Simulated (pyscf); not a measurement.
# •H₂Si–O–PH₂, doublet

Gas-phase minimum from PySCF at ωB97X-D3(BJ)/def2-SVP, one conformer. •H₂Si–O–PH₂ lies 16.3 kcal/mol over its isomer H₃Si–O–PH•, and others may lie lower still (electronic energy, ωB97M-D3(BJ)). 

```xyz
7

Si    -1.4899     1.1107    -0.5665
O     -1.6732    -0.5154    -0.9077
P     -1.0049    -1.8449    -0.1579
H     -0.0277     1.4501    -0.5323
H     -2.1170     1.4234     0.7607
H     -1.2705    -1.5115     1.2127
H      0.3548    -1.4005    -0.0418
```
Charge 0, spin multiplicity 2.

Bonds (Å): Si1–O2 1.672, Si1–H4 1.502, Si1–H5 1.501, O2–P3 1.666, P3–H6 1.435, P3–H7 1.435. Angles (°): O2–Si1–H4 109.3, O2–Si1–H5 109.7, H4–Si1–H5 109.9, Si1–O2–P3 129.8, O2–P3–H6 99.8, O2–P3–H7 99.7, H6–P3–H7 91.5.

Properties at ωB97X-D3(BJ)/def2-SVP:

```
Quantity                                                                                                                                                                                             Value
---------------------------------------------------------------------------------------------------------------------  -----------------------------------------------------------------------------------
Harmonic wavenumbers, unscaled                                                                                         31, 140, 161, 666, 713, 795, 937, 943, 982, 1013, 1142, 2171, 2192, 2371, 2378 cm⁻¹
Zero-point energy                                                                                                                                                                            23.8 kcal/mol
Rotational symmetry number                                                                                                                                                                               1
Entropy of this conformer at 298 K and 1 atm, rigid rotor and harmonic oscillator, modes under 100 cm⁻¹ raised to 100                                                                      313.2 J/(mol K)
Dipole moment                                                                                                                                                                                       1.35 D
Spin expectation value S2                                                                                                                                                                            0.751
```

Single-point totals, which compare only within one level (frozen core for MP2 and CC):

```
level                   total energy (hartree)
----------------------  ----------------------
ωB97X-D3(BJ)/def2-TZVP              -708.56100
PBE/def2-TZVP                       -708.11262
r²SCAN/def2-TZVP                    -708.41710
B3LYP-D3(BJ)/def2-TZVP              -708.56326
PBE0-D3(BJ)/def2-TZVP               -708.17623
M06-2X/def2-TZVP                    -708.43548
ωB97M-D3(BJ)/def2-TZVP              -708.60717
UHF/def2-TZVPP                      -706.92067
MP2/def2-TZVPP                      -707.41288
CCSD/def2-TZVPP                     -707.45150
CCSD(T)/def2-TZVPP                  -707.47147
```

The lowest mode is so soft that the shape along it may change with the basis. Soft torsions are taken as harmonic, which can shift the entropy by several J/(mol K). The CCSD(T) − MP2 part came from Ansatz, without density fitting, on the same reference.
